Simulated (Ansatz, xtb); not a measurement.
**Relative energy of two isomers of C5H5F3O2**

Structure X: `O=C[C@@H]1C[C@H](C(F)(F)F)O1`, a singlet. Structure Y: `O=C[C@@H]1C[C@@H](C(F)(F)F)O1`, a singlet. Both are isolated molecules in the gas phase, relaxed with B3LYP/def2-SVP; the shapes shown needn't be the lowest conformers.

X (Å):

```yaml
atoms:
  - { symbol: C, position_ang: [-0.0346, 0.6998, 1.5265] }
  - { symbol: C, position_ang: [0.5721, 0.7904, 0.1366] }
  - { symbol: C, position_ang: [0.2749, 2.0678, -0.6708] }
  - { symbol: C, position_ang: [-0.5216, 1.1118, -1.5808] }
  - { symbol: C, position_ang: [-2.0318, 1.2969, -1.5810] }
  - { symbol: F, position_ang: [-2.3517, 2.4388, -2.2138] }
  - { symbol: F, position_ang: [-2.5191, 1.3684, -0.3303] }
  - { symbol: F, position_ang: [-2.6486, 0.2874, -2.2045] }
  - { symbol: O, position_ang: [-0.0329, 1.6128, 2.3095] }
  - { symbol: O, position_ang: [-0.1338, -0.0341, -0.8147] }
  - { symbol: H, position_ang: [-0.4773, -0.3031, 1.7628] }
  - { symbol: H, position_ang: [1.6398, 0.5044, 0.2093] }
  - { symbol: H, position_ang: [-0.3009, 2.8315, -0.1317] }
  - { symbol: H, position_ang: [1.1460, 2.5279, -1.1524] }
  - { symbol: H, position_ang: [-0.1951, 1.0474, -2.6328] }
```

Y (Å):

```yaml
atoms:
  - { symbol: C, position_ang: [0.3977, 3.1310, -0.6391] }
  - { symbol: C, position_ang: [-0.3172, 1.7961, -0.5519] }
  - { symbol: C, position_ang: [0.0484, 0.8735, 0.6228] }
  - { symbol: C, position_ang: [0.5295, -0.0815, -0.4872] }
  - { symbol: C, position_ang: [-0.2736, -1.3639, -0.6441] }
  - { symbol: F, position_ang: [-1.5951, -1.1232, -0.6589] }
  - { symbol: F, position_ang: [-0.0177, -2.1897, 0.3863] }
  - { symbol: F, position_ang: [0.0403, -2.0018, -1.7766] }
  - { symbol: O, position_ang: [0.7405, 3.7712, 0.3205] }
  - { symbol: O, position_ang: [0.2106, 0.8605, -1.5185] }
  - { symbol: H, position_ang: [0.5842, 3.4751, -1.6903] }
  - { symbol: H, position_ang: [-1.4013, 1.9687, -0.7028] }
  - { symbol: H, position_ang: [-0.7899, 0.5131, 1.2314] }
  - { symbol: H, position_ang: [0.8374, 1.2738, 1.2719] }
  - { symbol: H, position_ang: [1.5981, -0.3580, -0.4802] }
```

Q: Estimate which is lower in electronic energy at CCSD(T)/def2-SVP + ΔMP2/def2-TZVPP, and by roughly how much.

A: CCSD(T)/def2-SVP + ΔMP2/def2-TZVPP gives E(Y) − E(X) = +0.43 kJ/mol, slightly favouring structure X, which is too small a margin to settle the true order.

The same difference at several levels:

```csv
level,geometry,E(Y) − E(X) (kJ/mol),departure from the last row (kJ/mol),"job, with rough time for the two"
B3LYP/def2-SVP,B3LYP/def2-SVP,−0.05,−0.48,"optimisation, 5.1 min"
HF/def2-SVP,B3LYP/def2-SVP,−0.68,−1.12,part of the CCSD(T) run
MP2/def2-SVP,B3LYP/def2-SVP,+0.68,+0.25,part of the CCSD(T) run
CCSD(T)/def2-SVP,B3LYP/def2-SVP,+0.53,+0.09,single point
CCSD(T)/def2-SVP + ΔMP2/def2-TZVPP,B3LYP/def2-SVP,+0.43,,"single point, 6.7 min"
```

As drawn, both hold the same kinds of bond in the same numbers.

The largest departure from CCSD(T)/def2-SVP + ΔMP2/def2-TZVPP is that of HF/def2-SVP, 1.12 kJ/mol. Levels run at GFN2-xTB geometries aren't shown. The last row adds to CCSD(T) the change of the MP2 difference between the two basis sets, here −0.09 kJ/mol.

With thermal terms from frequencies at re-optimised GFN2-xTB minima (ideal gas, soft modes damped towards free rotors, one conformer each, 298.15 K, 1 atm): on the last row, ΔE + ΔZPE = +0.26, ΔH = +0.29, ΔG = −0.23 kJ/mol.

The correlated steps freeze 10 core orbitals. Codes used: Ansatz 0.2.0, xtb 6.7.1; the last row on 2 threads of Intel(R) Xeon(R) Processor @ 2.70GHz on a shared host.
